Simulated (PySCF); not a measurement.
Species: C6H9P.
SMILES with atom numbers: `[CH3:1][c:2]1[cH:3][pH:4][c:5]([CH3:6])[cH:7]1` (hydrogens: H8, H9, H10 on C1; H11 on C3; H12 on P4; H13, H14, H15 on C6; H16 on C7)

All values: PBE0/pcSseg-1 and CAM-B3LYP/def2-SVPD (PySCF, non-relativistic), on one gas-phase PBE0-D3(BJ)/def2-SVP geometry that isn't relaxed in the solvent. The solvent is an IEF-PCM continuum (cavity from Bondi-type radii × 1.2). The model holds no explicit solvent molecules, cavitation or dispersion.

Gas phase at PBE0/pcSseg-1: HOMO -6.35 eV, LUMO -0.92 eV, dipole 1.11 D.

Q: What does the continuum do to the energy, the frontier levels and the dipole at PBE0/pcSseg-1 in dimethylsulfoxide?

A: 
```json
{"solvent": "dimethylsulfoxide", "ε": "46.83", "E(solvent) − E(gas) (kcal/mol)": "-3.23", "polarisation term (kcal/mol)": "-3.65", "distortion of the solute (kcal/mol)": "0.42", "HOMO (eV)": "-6.40", "LUMO (eV)": "-0.94", "dipole (D)": "1.49"}
```

The first energy column is the sum of the next two and covers electrostatics alone.

Q: Which radius a makes the point-dipole formula ΔE = −[(ε − 1)/(2ε + 1)]·μ²/a³ give the value in dimethylsulfoxide, with the gas-phase dipole?

A: μ = 0.438 au and |ΔE| = 0.00515 Eh give a = 1.39 Å; the farthest nucleus lies 3.32 Å from the centroid of the nuclei, so such a sphere wouldn't even hold the nuclei. The formula assumes a rigid point dipole at the centre of a sphere.

Q: Which Hirshfeld charges (PBE0/pcSseg-1) respond most in dimethylsulfoxide (means over atoms taken as equivalent)?

A: 
| atoms | environment | gas (e) | solvent (e) | change |
| --- | --- | --- | --- | --- |
| P4 | ring phosphorus | +0.112 | +0.091 | -0.021 |
| H12 | hydrogen on phosphorus | -0.002 | +0.007 | +0.009 |
| C3 | unsaturated ring CH carbon | -0.130 | -0.139 | -0.009 |
| H16 | hydrogen on carbon | +0.046 | +0.053 | +0.007 |
| C7 | unsaturated ring CH carbon | -0.069 | -0.074 | -0.005 |
| C2 | unsaturated ring carbon | +0.001 | -0.004 | -0.005 |

Gas phase at CAM-B3LYP/def2-SVPD: HOMO -7.58 eV, LUMO 0.16 eV, dipole 1.13 D.

Q: What does the continuum do to the energy, the frontier levels and the dipole at CAM-B3LYP/def2-SVPD in dimethylsulfoxide?

A: 
| solvent | ε | E(solvent) − E(gas) (kcal/mol) | polarisation term (kcal/mol) | distortion of the solute (kcal/mol) | HOMO (eV) | LUMO (eV) | dipole (D) |
| --- | --- | --- | --- | --- | --- | --- | --- |
| dimethylsulfoxide | 46.83 | -2.82 | -3.26 | 0.44 | -7.58 | 0.17 | 1.59 |

Q: How does the static polarisability (CAM-B3LYP/def2-SVPD, frozen core, with the continuum's full static response) change?

A: 
| medium | isotropic (au) | principal values (au) | ⟨r²⟩ of the electrons (bohr²) |
| --- | --- | --- | --- |
| gas | 95.8 | 67.4, 101.2, 118.7 | 994.0 |
| dimethylsulfoxide | 137.7 | 100.0, 143.0, 170.2 | 992.9 |

The isotropic value in dimethylsulfoxide is 1.44 times the gas-phase one; no cavity-field correction is applied. ⟨r²⟩ is taken about the centre of nuclear charge.

Time: 21 s of wall time; peak memory 0.95 GiB. Hardware: one thread of an Arm Neoverse V2, shared host with 96 logical CPUs at a one-minute load of 54. This is the whole shielding run at PBE0/pcSseg-1 in dimethylsulfoxide, SCF included.
